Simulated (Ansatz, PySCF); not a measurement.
Breaking the Be1–H2 bond in BeH2Se (SMILES [BeH][SeH]) (multiplicity 1 held, fragments rigid). Energies count from the point at 1.326 Å.
Geometry at that point (charge 0, multiplicity 1):
```xyz
4

Be    -0.690    -0.761    -1.418
H     -1.209    -1.341    -2.491
Se     0.092     0.160     0.224
H      0.846    -1.065     0.547
```

R- and RO- levels are restricted; in cc, def2 and unpolarised 6-31G sets they are followed outwards from rest. Unrestricted levels (U-) break spin symmetry where that is lower. Active spaces are followed from a long bond inwards. Levels need not reach the same state.

Frozen-core correlation. Filled d and f shells under p-block atoms count as core. Rows in LANL2DZ carry no dispersion term and start afresh at each structure. LANL2DZ brings its own core potentials from Na on.

Codes used: Ansatz (Gaussian orbitals); PySCF for LANL2DZ rows. 

Energies in kcal/mol.

```
R (Å)  U-r2SCAN/aug-cc-pVTZ  R-B3LYP/LANL2DZ  U-wB97X-V/aug-cc-pVTZ  R-SCS-MP2/aug-cc-pVTZ  FIC-MRCISD+Q on CASSCF(2,2)/aug-cc-pVTZ
-----  --------------------  ---------------  ---------------------  ---------------------  ---------------------------------------
1.061                  19.3             19.0                   19.5                   19.1                                     19.3
1.193                   4.0              3.8                    4.1                    3.9                                      4.0
1.326                   0.0              0.0                    0.0                    0.0                                      0.0
1.458                   2.5              2.7                    2.5                    2.7                                      2.5
1.591                   8.6              9.0                    8.8                    9.1                                      8.7
1.790                  21.1             21.9                   21.7                   22.2                                     21.1
1.988                  34.9             36.0                   36.1                   36.6                                     34.5
2.320                  56.8             58.7                   59.8                   59.6                                     55.1
2.651                  71.8             78.0                   79.5                   79.2                                     71.1
3.049                  80.9             96.5                   90.6                   97.4                                     83.5
3.579                  87.0            114.2                   95.1                  113.3                                     91.1
4.242                  89.7            128.2                   96.2                  122.2                                     93.9
```

Doubts at one or more of the structures used: a spin-contaminated determinant (U-r2SCAN/aug-cc-pVTZ, U-wB97X-V/aug-cc-pVTZ); a restricted determinant that unrestricted orbitals would lower (R-SCS-MP2/aug-cc-pVTZ).

Ansatz is a first-principles code.
